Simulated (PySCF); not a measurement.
**Unknown compound**

The spectra below were simulated for a compound C5H8FNSi2.

1H NMR (400 MHz, computed): δ 7.67 (m, 1H), 5.87 (m, 1H), 5.67 (m, 2H), 5.31 (m, 1H), 4.48 (s, 3H).

13C{1H} NMR (computed): δ 174.0 (C), 149.1 (CH), 129.3 (CH2), 128.3 (C), 122.9 (C).

[PySCF 2.14: PBE0/pcSseg-1 with gauge-including orbitals; GFN2-xTB geometry; no relativistic terms; gas phase; one averaged value for each set of equivalent atoms; one computed conformer]

Referencing at the same level of theory: 1H (σ = 31.72 ppm), 13C (σ = 186.93 ppm) vs TMS.

Problem. Which candidate is it?
A. C#C[Si@](F)(C#CC)N[SiH3]
B. N#C[C@@H]1[SiH2]C=C[SiH2][C@H]1F
C. C=C/C([SiH2]F)=C(/[SiH3])C#N

Solution. C. 

1. The formula gives 4 degrees of unsaturation (no ring in the answer).
2. 5 carbon signals for 5 carbons: no two carbons are equivalent.
3. Carbon types of the structure: 3 × C, 1 × CH, 1 × CH2, leaving 5 H on heteroatoms.
4. δC 174.0, 128.3: fully substituted alkene carbon.
5. δC 149.1: alkene CH; an sp2 carbon of a C=C bond.
6. δC 129.3: terminal =CH2 carbon; the olefinic region.
7. δC 122.9: nitrile carbon; typical of a nitrile.
8. δH 7.67: hydrogen on an alkene CH; olefinic region.

The others: N#C[C@@H]1[SiH2]C=C[SiH2][C@H]1F would give 8 signals for carbon-bound and other non-exchanging H, not 5; C#C[Si@](F)(C#CC)N[SiH3] would give 3 signals for carbon-bound and other non-exchanging H, not 5.

Splittings by 19F in the carbon and heteronuclear signals aren't shown, as no couplings were computed. Shifts are as computed. Against solution values, carbons near 30 ppm lie about +3 ppm off and those near 130 ppm about +5 ppm. Of 1309 compounds with measured shifts, 239 miss one by over three times the rms of a fit or turn the order of signals round; such compounds aren't used in these exercises. Multiplicities follow the n + 1 count of equivalent neighbours, as no J values were calculated; m marks all less simple cases, F and P coupling included.
